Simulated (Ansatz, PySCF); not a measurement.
Gas-phase reaction (SMILES): C[Si](C)(O)[SiH2]O + 4 [SiH4] (SiH4) → 2 C[SiH3] [methylsilane] + 2 O[SiH3] + [SiH3][SiH3]; bond separation energy.

Each molecule is optimised on its own at B3LYP-D3(BJ)/def2-TZVP (Ansatz, a first-principles code), one conformer each, not searched for the lowest. Correlated levels leave the core frozen unless marked. Spin-orbit coupling is left out. Non-relativistic. CBS marks a two-point X^-3 extrapolation of the correlation energy; Hartree-Fock from the larger set. The bracket is a focal-point correction in the basis named. Thermal terms are rigid-rotor harmonic-oscillator values from B3LYP-D3(BJ) frequencies (Ansatz or PySCF) at 298.15 K and 1 atm. 1 Eh = 627.5095 kcal/mol.

```csv
species,"E, RI-MP2/CBS(cc-pV(T+d)Z,cc-pV(Q+d)Z)+[CCSD(T)-MP2]/cc-pV(T+d)Z (Ansatz) (Eh)","E, wB97M-V/def2-TZVPD (Ansatz) (Eh)",H - E (Eh)
C[Si](C)(O)[SiH2]O,-810.74216,-811.75441,0.13138
C[SiH3],-330.73641,-331.16515,0.06602
O[SiH3],-366.68646,-367.14149,0.04319
[SiH3][SiH3],-581.73935,-582.52104,0.05489
[SiH4] (SiH4),-291.46100,-291.84546,0.03520
```

Work out ΔE and ΔH at 298.15 K at the first level, then ΔH at the second.


1. ΔE = [2×(-330.73641) + 2×(-366.68646) + (-581.73935)] - [(-810.74216) + 4×(-291.46100)] = 0.00107 Eh = 0.7 kcal/mol at RI-MP2/CBS(cc-pV(T+d)Z,cc-pV(Q+d)Z)+[CCSD(T)-MP2]/cc-pV(T+d)Z.
2. The terms H - E add up to 0.00113 Eh, so ΔH = (0.00107 + (0.00113))×627.5095 = 1.4 kcal/mol.
3. At wB97M-V/def2-TZVPD the same steps give ΔE = 1.2 and ΔH = 1.9 kcal/mol, a shift of +0.5 from the first level.
4. These values are not checked against measurement here, since the tables used lack a sound gas-phase enthalpy of formation for at least one species.
